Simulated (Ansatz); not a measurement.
One change: `C[O][In]([Cl])[Cl]` becomes `[Cl][InH][Cl]`.

Ansatz, PBE0-D4/def2-TZVP geometries, multiplicity 1. Each molecule was computed in one conformer, which needn't be the lowest.

Elements past krypton have def2 core potentials.

```json
{"property": "HOMO–LUMO gap (PBE0/def2-TZVPP) / eV", "`C[O][In]([Cl])[Cl]`": "5.71"}
{"property": "LUMO energy (PBE0/def2-TZVPP) / eV", "`C[O][In]([Cl])[Cl]`": "-2.52"}
{"property": "HOMO–LUMO gap (PBE/def2-TZVPP) / eV", "`C[O][In]([Cl])[Cl]`": "3.32"}
{"property": "ideal-gas entropy at 298 K and 1 bar (rigid rotor, harmonic PBE0-D4/def2-TZVP) / J/(mol·K)", "`C[O][In]([Cl])[Cl]`": "403"}
{"property": "LUMO energy (ωB97M-V/def2-TZVPP) / eV", "`C[O][In]([Cl])[Cl]`": "-0.55"}
{"property": "HOMO energy (B3LYP/def2-TZVPP) / eV", "`C[O][In]([Cl])[Cl]`": "-7.99"}
```

Problem. What does the change do to each property? (Best estimate.)

Solution. Computed: 
| property | `[Cl][InH][Cl]` | shift |
| --- | --- | --- |
| HOMO–LUMO gap (PBE0/def2-TZVPP) / eV | 6.97 | 1.26 |
| LUMO energy (PBE0/def2-TZVPP) / eV | -1.95 | 0.57 |
| HOMO–LUMO gap (PBE/def2-TZVPP) / eV | 4.87 | 1.55 |
| ideal-gas entropy at 298 K and 1 bar (rigid rotor, harmonic PBE0-D4/def2-TZVP) / J/(mol·K) | 313 | -90 |
| LUMO energy (ωB97M-V/def2-TZVPP) / eV | -0.38 | 0.17 |
| HOMO energy (B3LYP/def2-TZVPP) / eV | -8.65 | -0.66 |

With PBE0 the HOMO falls by 0.70 eV and the LUMO rises by 0.57 eV, so the gap widens by about 1.27 eV. PBE moves the HOMO by -0.82 eV and ωB97M-V by -0.53 eV. The zero-point energy changes by -92.4 kJ/mol with -12 modes. Modes under 60 cm⁻¹, often nearly free rotors, make the harmonic entropy too high.

B3LYP here is the variant with VWN-RPA as its local correlation; programs differ in this.
